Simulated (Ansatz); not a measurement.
Born–Oppenheimer molecular dynamics of CH₄F₃NSi (10 atoms, charge 0, multiplicity 1). It starts from a rough guess of a transition structure, not a stationary point.

Computed with UKS B3LYP-D4/STO-3G (Ansatz).

* ensemble: NVE (velocity Verlet)
* time step: 0.5 fs
* steps asked: 150
* starting velocities drawn for: 300 K
* seed: 941013

First frame:

```xyz
10
Properties=species:S:1:pos:R:3
Si 0.130 1.340 0.149
F 0.490 1.274 -1.815
N -0.033 -0.249 -0.216
C -0.266 -1.510 0.441
H 0.291 0.137 -1.458
F -1.006 2.414 0.411
F 1.384 2.145 0.687
H -0.860 -2.141 -0.223
H -0.807 -1.391 1.379
H 0.678 -2.020 0.646
```

(1) How far do the bonds stretch over the last three quarters of this one trajectory? (Pairs bonded in most of those frames.)

Answers

(1) 
```json
{"bond": "Si1–F2", "mean (Å)": "1.673", "spread (Å)": "0.178", "shortest": "1.43", "longest": "1.95"}
{"bond": "Si1–N3", "mean (Å)": "1.771", "spread (Å)": "0.068", "shortest": "1.67", "longest": "1.86"}
{"bond": "Si1–F6", "mean (Å)": "1.647", "spread (Å)": "0.081", "shortest": "1.49", "longest": "1.75"}
{"bond": "Si1–F7", "mean (Å)": "1.627", "spread (Å)": "0.044", "shortest": "1.54", "longest": "1.69"}
{"bond": "N3–C4", "mean (Å)": "1.531", "spread (Å)": "0.085", "shortest": "1.39", "longest": "1.65"}
{"bond": "N3–H5", "mean (Å)": "1.058", "spread (Å)": "0.063", "shortest": "0.96", "longest": "1.14"}
{"bond": "C4–H8", "mean (Å)": "1.111", "spread (Å)": "0.009", "shortest": "1.09", "longest": "1.13"}
{"bond": "C4–H9", "mean (Å)": "1.106", "spread (Å)": "0.011", "shortest": "1.08", "longest": "1.14"}
{"bond": "C4–H10", "mean (Å)": "1.114", "spread (Å)": "0.044", "shortest": "1.05", "longest": "1.18"}
```

Mean temperature of the second half: 1703 K. The conserved energy stayed within 0.54 meV per atom of its start (net change 0.11 meV per atom), so the integration is sound. The system heated up, since it started high on the potential surface and ran downhill. A run of 0.075 ps of so small a system gives no equilibrium averages. The orbitals stay closed-shell, which can raise the energy where a bond breaks towards radicals; this wasn't checked here. Limits of this set-up: minimal basis.

The run took 8.8 min on 1 thread of Arm Neoverse V1, on a shared host, peak memory 0.15 GiB.
